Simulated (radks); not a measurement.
S, configuration [Ne] 3s2 3p3 5f1 (not the ground configuration). Calculated with a radial shooting solver on a logarithmic mesh with Libxc functionals: scalar-relativistic Kohn-Sham, PBE, spin-unpolarised, spherical densities, finite nucleus; Fermi nuclear charge, rms radius 3.2611 fm.

Normalised radial functions P(r) = r R(r), r in bohr:

| r | 1s | 2s | 5f |
|---|---|---|---|
| 0.005998 | 0.6906 | 0.1903 | 0.0000 |
| 0.007095 | 0.8018 | 0.2208 | 0.0000 |
| 0.008326 | 0.9216 | 0.2536 | 0.0000 |
| 0.00977 | 1.0556 | 0.2902 | 0.0000 |
| 0.01156 | 1.2121 | 0.3329 | 0.0000 |
| 0.01356 | 1.3761 | 0.3773 | 0.0000 |
| 0.01592 | 1.5536 | 0.4250 | 0.0000 |
| 0.01883 | 1.7524 | 0.4777 | 0.0000 |
| 0.0221 | 1.9500 | 0.5292 | 0.0000 |
| 0.02614 | 2.1606 | 0.5824 | 0.0000 |
| 0.03067 | 2.3566 | 0.6293 | 0.0000 |
| 0.03599 | 2.5388 | 0.6690 | 0.0000 |
| 0.04258 | 2.7030 | 0.6976 | 0.0000 |
| 0.04997 | 2.8197 | 0.7064 | 0.0000 |
| 0.05864 | 2.8837 | 0.6906 | 0.0000 |
| 0.06936 | 2.8796 | 0.6395 | 0.0000 |
| 0.0814 | 2.7968 | 0.5507 | 0.0000 |
| 0.09552 | 2.6314 | 0.4170 | 0.0000 |
| 0.113 | 2.3717 | 0.2247 | 0.0000 |
| 0.1326 | 2.0549 | -0.0064 | 0.0000 |
| 0.1556 | 1.6927 | -0.2767 | 0.0000 |
| 0.1841 | 1.2962 | -0.5865 | 0.0000 |
| 0.216 | 0.9372 | -0.8829 | 0.0000 |
| 0.2535 | 0.6256 | -1.1515 | 0.0000 |
| 0.2999 | 0.3702 | -1.3695 | 0.0000 |
| 0.3519 | 0.2009 | -1.4873 | 0.0000 |
| 0.413 | 0.0960 | -1.4997 | 0.0001 |
| 0.4885 | 0.0377 | -1.3978 | 0.0001 |
| 0.5733 | 0.0130 | -1.2090 | 0.0002 |
| 0.6781 | 0.0034 | -0.9505 | 0.0003 |
| 0.7958 | 0.0007 | -0.6893 | 0.0004 |
| 0.9339 | 0.0001 | -0.4524 | 0.0006 |
| 1.105 | 0.0000 | -0.2582 | 0.0011 |
| 1.296 | 0.0000 | -0.1331 | 0.0016 |
| 1.521 | 0.0000 | -0.0593 | 0.0026 |
| 1.8 | 0.0000 | -0.0211 | 0.0040 |
| 2.112 | 0.0000 | -0.0065 | 0.0060 |
| 2.478 | 0.0000 | -0.0016 | 0.0091 |
| 2.932 | 0.0000 | -0.0003 | 0.0138 |
| 3.44 | 0.0000 | 0.0000 | 0.0204 |
| 4.037 | 0.0000 | 0.0000 | 0.0297 |
| 4.776 | 0.0000 | 0.0000 | 0.0431 |
| 5.605 | 0.0000 | 0.0000 | 0.0602 |
| 6.577 | 0.0000 | 0.0000 | 0.0823 |
| 7.78 | 0.0000 | 0.0000 | 0.1104 |
| 9.13 | 0.0000 | 0.0000 | 0.1375 |
| 10.71 | 0.0000 | 0.0000 | 0.1568 |
| 12.67 | 0.0000 | 0.0000 | 0.1540 |
| 14.87 | 0.0000 | 0.0000 | 0.1161 |
| 17.59 | 0.0000 | 0.0000 | 0.0502 |
| 20.65 | 0.0000 | 0.0000 | -0.0287 |
| 24.23 | 0.0000 | 0.0000 | -0.1214 |
| 28.66 | 0.0000 | 0.0000 | -0.2115 |
| 33.64 | 0.0000 | 0.0000 | -0.2367 |
| 39.47 | 0.0000 | 0.0000 | -0.1698 |
| 46.69 | 0.0000 | 0.0000 | -0.0738 |
| 54.8 | 0.0000 | 0.0000 | -0.0227 |
| 64.3 | 0.0000 | 0.0000 | -0.0049 |
| 76.07 | 0.0000 | 0.0000 | -0.0007 |
| 89.27 | 0.0000 | 0.0000 | -0.0001 |

1s: eigenvalue -2416.8 eV, 0 radial nodes, <r> = 0.0969 bohr, 90 % of the charge inside 0.173 bohr. 2s: eigenvalue -222.30 eV, 1 radial node at r = 0.132 bohr, <r> = 0.479 bohr, 90 % of the charge inside 0.750 bohr. 5f: eigenvalue -0.366 eV, 1 radial node at r = 19.5 bohr, <r> = 29.5 bohr, 90 % of the charge inside 40.4 bohr.
